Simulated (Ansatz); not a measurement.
## Strength of the C–H bond: B(CH3)2F → B(CH2)(CH3)F + H

Species: B(CH3)2F, singlet; B(CH2)(CH3)F, doublet; H atom, doublet. 

Shapes, held fixed at every level: PBE0-D4/def2-TZVP. Flexible molecules stand in one conformer, not always the lowest. Programs: Ansatz 0.2.0. The zero-point and thermal change to 298 K, harmonic and unscaled (PBE0-D4/def2-TZVP), is -27.4 kJ/mol.

(1) Estimate ΔH(298 K) of this reaction.

Results:

(1) The highest level, CCSD(T)/CBS estimate, gives ΔH(298 K) = +409.8 kJ/mol; the levels span +389.4 to +409.8. The column of differences is taken from that level and isn't an error. No measured value is set beside it here. Open shells run unrestricted. The CBS estimate extrapolates MP2 from def2-TZVPP and def2-QZVPP and adds CCSD(T) − MP2 in the triple-zeta set, cores frozen. CCSD(T)/CBS estimate lies outside the range of all other levels here, so it shouldn't be taken on trust.

```json
{"level": "PBE-D4/def2-TZVPP", "kind": "GGA", "ΔH(298 K) (kJ/mol)": "+396.1", "less CCSD(T)/CBS estimate": "-13.7"}
{"level": "r2SCAN-D4/def2-TZVPP", "kind": "meta-GGA", "ΔH(298 K) (kJ/mol)": "+389.8", "less CCSD(T)/CBS estimate": "-20.0"}
{"level": "B3LYP-D4/def2-TZVPP", "kind": "global hybrid", "ΔH(298 K) (kJ/mol)": "+399.5", "less CCSD(T)/CBS estimate": "-10.3"}
{"level": "r2SCAN0-D4/def2-TZVPP", "kind": "global hybrid", "ΔH(298 K) (kJ/mol)": "+389.4", "less CCSD(T)/CBS estimate": "-20.4"}
{"level": "wB97M-V/def2-TZVPP", "kind": "range-separated hybrid", "ΔH(298 K) (kJ/mol)": "+406.6", "less CCSD(T)/CBS estimate": "-3.2"}
{"level": "wB97X-V/def2-TZVPP", "kind": "range-separated hybrid", "ΔH(298 K) (kJ/mol)": "+405.5", "less CCSD(T)/CBS estimate": "-4.3"}
{"level": "B2PLYP/def2-TZVPP", "kind": "double hybrid", "ΔH(298 K) (kJ/mol)": "+399.3", "less CCSD(T)/CBS estimate": "-10.5"}
{"level": "CCSD(T)/CBS estimate", "kind": "coupled cluster or CI", "ΔH(298 K) (kJ/mol)": "+409.8", "less CCSD(T)/CBS estimate": "0.0"}
```
